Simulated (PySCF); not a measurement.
Species: `C[Si@H](C#CC1CC1)[SiH2][SiH3]`. The columns A, B, C and D hold Mulliken, IAO, Hirshfeld and ESP-fitted charges (e) of one PBE0/pcSseg-1 density (PySCF), in a shuffled order. Coordinates in Å (GFN2-xTB); the density's dipole moment is (1.18, 0.16, 0.31) D.

```json
{"atom": "C1", "x": "-1.233", "y": "-3.161", "z": "-0.107", "A": "-0.605", "B": "-0.210", "C": "-0.527", "D": "-0.702"}
{"atom": "Si2", "x": "-1.462", "y": "-1.443", "z": "-0.899", "A": "+0.553", "B": "+0.296", "C": "+0.564", "D": "+0.663"}
{"atom": "C3", "x": "0.203", "y": "-0.643", "z": "-0.966", "A": "-0.428", "B": "-0.184", "C": "-0.333", "D": "-0.379"}
{"atom": "C4", "x": "1.260", "y": "-0.060", "z": "-0.924", "A": "+0.155", "B": "-0.027", "C": "-0.073", "D": "-0.010"}
{"atom": "C5", "x": "2.503", "y": "0.640", "z": "-0.857", "A": "-0.351", "B": "-0.028", "C": "+0.006", "D": "-0.154"}
{"atom": "C6", "x": "2.500", "y": "2.086", "z": "-0.430", "A": "-0.185", "B": "-0.076", "C": "-0.310", "D": "-0.276"}
{"atom": "C7", "x": "3.035", "y": "1.042", "z": "0.495", "A": "-0.182", "B": "-0.076", "C": "-0.283", "D": "-0.276"}
{"atom": "Si8", "x": "-2.798", "y": "-0.058", "z": "0.410", "A": "-0.048", "B": "+0.147", "C": "+0.041", "D": "+0.122"}
{"atom": "Si9", "x": "-1.636", "y": "1.382", "z": "1.798", "A": "+0.217", "B": "+0.213", "C": "+0.274", "D": "+0.304"}
{"atom": "H10", "x": "-0.766", "y": "-3.079", "z": "0.871", "A": "+0.142", "B": "+0.042", "C": "+0.129", "D": "+0.157"}
{"atom": "H11", "x": "-2.186", "y": "-3.667", "z": "0.023", "A": "+0.138", "B": "+0.040", "C": "+0.116", "D": "+0.154"}
{"atom": "H12", "x": "-0.601", "y": "-3.800", "z": "-0.718", "A": "+0.146", "B": "+0.046", "C": "+0.146", "D": "+0.162"}
{"atom": "H13", "x": "-1.889", "y": "-1.649", "z": "-2.296", "A": "-0.046", "B": "-0.073", "C": "-0.125", "D": "-0.104"}
{"atom": "H14", "x": "3.224", "y": "0.342", "z": "-1.610", "A": "+0.150", "B": "+0.061", "C": "+0.146", "D": "+0.170"}
{"atom": "H15", "x": "3.195", "y": "2.757", "z": "-0.913", "A": "+0.134", "B": "+0.053", "C": "+0.152", "D": "+0.155"}
{"atom": "H16", "x": "1.548", "y": "2.533", "z": "-0.189", "A": "+0.153", "B": "+0.050", "C": "+0.153", "D": "+0.159"}
{"atom": "H17", "x": "4.101", "y": "0.985", "z": "0.655", "A": "+0.134", "B": "+0.053", "C": "+0.142", "D": "+0.155"}
{"atom": "H18", "x": "2.444", "y": "0.784", "z": "1.361", "A": "+0.150", "B": "+0.050", "C": "+0.151", "D": "+0.160"}
{"atom": "H19", "x": "-3.738", "y": "-0.873", "z": "1.204", "A": "-0.026", "B": "-0.077", "C": "-0.059", "D": "-0.085"}
{"atom": "H20", "x": "-3.695", "y": "0.717", "z": "-0.465", "A": "-0.022", "B": "-0.076", "C": "-0.072", "D": "-0.081"}
{"atom": "H21", "x": "-0.445", "y": "0.739", "z": "2.361", "A": "-0.065", "B": "-0.076", "C": "-0.074", "D": "-0.101"}
{"atom": "H22", "x": "-1.165", "y": "2.573", "z": "1.084", "A": "-0.064", "B": "-0.074", "C": "-0.075", "D": "-0.099"}
{"atom": "H23", "x": "-2.403", "y": "1.880", "z": "2.945", "A": "-0.051", "B": "-0.073", "C": "-0.089", "D": "-0.094"}
```

Task: Which column most likely holds the ESP-fitted charges?

Result: C. Σ q r misses the density's dipole by 0.05 D (C), 0.60 D (B), 1.26 D (D), 1.55 D (A). Charges fitted to the outside potential are the only set here that is tied to the molecule's multipoles.

Task: And the Hirshfeld charges?

Result: B. The mean sizes are 0.091 e (B), 0.176 e (C), 0.180 e (A), 0.205 e (D), and Hirshfeld charges are commonly the smallest of these schemes.

As computed, A = Mulliken, B = Hirshfeld, C = ESP-fitted, D = IAO. Hydrogens on carbon: Mulliken +0.13 to +0.15, Hirshfeld +0.04 to +0.06, ESP-fitted +0.12 to +0.15, IAO +0.15 to +0.17 e.

The ESP scheme fits charges at the nuclei, held to the total charge, to the electrostatic potential on points at 1.4 to 2.0 times the van der Waals radii. The IAO scheme counts the electrons in orthogonalised intrinsic atomic orbitals, a minimal basis polarised so that it spans the occupied orbitals exactly.

Isolated species at its GFN2-xTB geometry (one conformer only).

The run behind these numbers computed NMR shieldings as well. Hardware: Arm Neoverse V1, one thread, no GPU, shared host with 32 logical CPUs at a one-minute load of 28. Cost: 66 s wall, 1.2 GiB resident at most.

The values belong to the conformer `[CH3:1][Si@H:2]([C:3]#[C:4][CH:5]1[CH2:6][CH2:7]1)[SiH2:8][SiH3:9]`: C1–Si2–Si8–Si9 97°.
